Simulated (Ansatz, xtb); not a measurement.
**Two structures of CH2AlBrSi**

Structure I: `[Br][Al]1[CH]=[SiH]1`, a singlet. Structure II: a singlet given by its coordinates. Both are isolated molecules in the gas phase, relaxed with PBE0-D3(BJ)/def2-SVP.

I (Å):

| atom | x (Å) | y (Å) | z (Å) |
| --- | --- | --- | --- |
| C | 1.5857 | 1.2006 | -0.2473 |
| Al | -0.2488 | 1.0202 | 0.1277 |
| Br | -2.3478 | 1.8051 | 0.1617 |
| Si | 1.4576 | -0.4338 | 0.4248 |
| H | 2.3756 | 1.8524 | -0.6376 |
| H | 2.5748 | -1.4230 | 0.6342 |

II (Å):

```xyz
6

C     0.9542    1.2156   -0.8694
Al    0.9176   -0.1314    0.4495
Br    0.7385    0.9569    2.4913
Si    0.8398    2.7176   -0.0272
H     1.0337    1.0277   -1.9472
H     0.9773   -1.7079    0.4692
```

Close contacts (Å): C1–Al2 1.89, C1–Si4 1.73, Al2–Br3 2.32, Al2–Si4 2.89, C1–H5 1.10, Al2–H6 1.58.

Energies in hartree; the thermal terms are from PBE0-D3(BJ)/def2-SVP harmonic frequencies (ideal gas, rigid rotor, one conformer each, 400 K, 1 atm) and include the zero-point energy:

|  | I | II |
| --- | --- | --- |
| E, CCSD(T)/def2-TZVP | −3142.980124 | −3142.994710 |
| zero-point energy | 0.024531 | 0.022887 |
| H(400 K) − E | 0.034517 | 0.033436 |
| G(400 K) − E | −0.019597 | −0.022825 |

Question: Work out ΔE, ΔE₀, ΔH and ΔG for I → II in kcal/mol (1 Eh = 627.51 kcal/mol) and the equilibrium ratio [II]/[I].

Answer: 1. ΔE = −3142.994710 − (−3142.980124) = −0.014586 Eh = −9.15 kcal/mol.
2. ΔE₀ = ΔE + ΔZPE = −0.014586 + (−0.001644) Eh = −10.18 kcal/mol.
3. ΔH = ΔE + (−0.001081) Eh = −9.83 kcal/mol.
4. ΔG = ΔE + (−0.003228) Eh = −11.18 kcal/mol, so ΔS = (ΔH − ΔG)/T = +14.1 J/(mol K).
5. kT = 1.2667 mEh, so K = [II]/[I] = exp(−ΔG/kT) = exp(+14.06) ≈ 1.3 × 10^6.

Structure II is favoured at this temperature. An error of 1 kcal/mol in ΔG would change K by a factor of 3.5. Mirror images and further conformers aren't counted.

Other levels gave ΔE = −7.6 (PBE0-D3(BJ)/def2-SVP); −13.7 (HF/def2-TZVP); −8.2 (MP2/def2-TZVP) kcal/mol. The correlated steps freeze 20 core orbitals; the filled d shell of Br is correlated, in a basis made for valence electrons. Programs: Ansatz 0.2.0.
